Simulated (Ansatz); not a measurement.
TiClO, SMILES [O]=[Ti+][Cl], charge +1, multiplicity 1.

The structure is a stationary point at PBE0-D3(BJ)/def2-TZVP. The spin state was assumed, not searched. The isomer is the one that the SMILES or the coordinates give; other isomers of the formula were not compared.

Two levels are set side by side: PBE/def2-TZVPD (Ansatz, a first-principles code) and PBE0/def2-TZVPD (Ansatz). Energy differences of separate SCF runs at the same geometry; the states with an electron removed or added have multiplicity 2 and 2. Differences are taken from unrounded values.

| quantity | PBE0 | PBE | PBE minus PBE0 |
|---|---|---|---|
| vertical ionisation energy (eV) | 17.51 | 17.44 | -0.07 |
| vertical electron affinity (eV) | 7.81 | 7.49 | -0.32 |
| vertical singlet–triplet gap (eV) | 2.88 | 3.14 | 0.26 |
